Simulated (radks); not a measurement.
Problem. The calcium ion Ca16+, [He] 2s2. Calculated with a radial shooting solver on a logarithmic mesh with Libxc functionals: non-relativistic Kohn-Sham, exchange-only LDA, spin-polarised, spherical densities, point nucleus. Every spin shell is full or empty, so the densities are truly spherical. Functionals are evaluated on that one density, not self-consistently. Rank these exchange functionals by their error against the exact value of the orbitals, and give that value: LDA, B88, RPBE, B86b, G96, TPSS, revTPSS, TASK, MVS.

Solution. Exact: -15.7486 hartree. From best to worst, with 100 (|E| - |E exact|)/|E exact| (equal figures are ties): G96 -0.04, B86b -0.04, B88 -0.09, revTPSS +0.33, TPSS +0.56, RPBE +0.57, MVS -0.77, TASK -3.38, LDA -12.46.
